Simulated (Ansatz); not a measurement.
Fe2O2⁺, relaxed as a sextet with UKS PBE0-D4/def2-SVP in Ansatz, starting from the PBE0-D4/def2-SVP geometry of the charge +1 doublet. Force threshold 0.02 eV/Å.

The charge 1 sextet is spin-contaminated (final ⟨S²⟩ up to 9.63, 8.75 for a pure state). At PBE0-D4/def2-SVP a doublet of charge 1 lies 1.21 eV below the sextet, each at its own geometry. That doublet is doubtful there (⟨S²⟩ 3.83, where a pure state has 0.75). The structure comes from a short search, and lower isomers may exist.

Start:

Cartesian coordinates in Å:
```
Fe 0.3739 0.8052 -1.0162
Fe -0.3352 -0.7219 0.9110
O 0.8753 -0.8551 -0.2627
O -0.9140 0.7717 0.3679
```

```json
{"step": "1", "energy (eV)": "-72831.4026", "largest force component (eV/Å)": "0.667", "SCF passes": "449"}
{"step": "2", "energy (eV)": "-72831.4180", "largest force component (eV/Å)": "0.440", "SCF passes": "286"}
{"step": "3", "energy (eV)": "-72831.4278", "largest force component (eV/Å)": "0.028", "SCF passes": "293"}
{"step": "4", "energy (eV)": "-72831.4279", "largest force component (eV/Å)": "0.008", "SCF passes": "223"}
{"step": "5", "energy (eV)": "-72831.4279", "largest force component (eV/Å)": "0.002", "SCF passes": "273"}
{"step": "6", "energy (eV)": "-72831.4279", "largest force component (eV/Å)": "0.001", "SCF passes": "212"}
```

Force components are those of the run's own axes.

End:

```xyz
4

Fe    0.3632    0.7985   -0.9997
Fe   -0.3398   -0.7310    0.9229
O     0.8694   -0.8383   -0.2694
O    -0.8927    0.7708    0.3462
```

By distances, no bond broke or formed. The bond that changes most is Fe1–O4, from 1.89 to 1.84 Å (atoms count from 1).

The force fell under the threshold at step 4, but the optimiser went on. No frequencies were taken in this run, so the end may be a saddle point.

Run time 31 s (4 threads of AMD EPYC 9R45 on a shared host).
